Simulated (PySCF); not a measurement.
CH7F2NSi2, SMILES NC([SiH2]F)[SiH2]F.

Coordinates come from a r2SCAN-D4/def2-SVP optimisation. This is a generated structure with no PubChem entry under its InChIKey; it may be hypothetical. One conformer was computed; it need not be the lowest.

The numbers are results of TDDFT-PBE/def2-SVPD (PySCF), not measurements.

Vertical excitations. The molecule is in vacuum.

Computed excitation energies, oscillator strengths and character:
```
state  energy (eV)  λ (nm)      f                          main pairs
-----  -----------  ------  -----  ----------------------------------
S1            4.67     266  0.016                      HOMO→LUMO 99 %
S2            5.22     237  0.013                    HOMO→LUMO+1 98 %
S3            5.36     231  0.001                    HOMO→LUMO+2 99 %
S4            6.04     205  0.008                    HOMO→LUMO+3 96 %
S5            6.22     199  0.061                    HOMO→LUMO+4 95 %
S6            6.45     192  0.013                    HOMO→LUMO+5 99 %
S7            6.68     186  0.015  HOMO→LUMO+6 86 %, HOMO→LUMO+7 13 %
S8            6.78     183  0.016  HOMO−1→LUMO 66 %, HOMO→LUMO+7 28 %
S9            6.82     182  0.026  HOMO→LUMO+7 56 %, HOMO−1→LUMO 32 %
S10           7.02     177  0.000                    HOMO−2→LUMO 99 %
T1            4.45     279      0                      HOMO→LUMO 99 %
T2            5.02     247      0                    HOMO→LUMO+1 94 %
T3            5.19     239      0                    HOMO→LUMO+2 94 %
T4            5.83     213      0                    HOMO→LUMO+3 98 %
```
Triplets are in the Tamm–Dancoff approximation, which puts them higher than full response would, so one can lie above its singlet here.
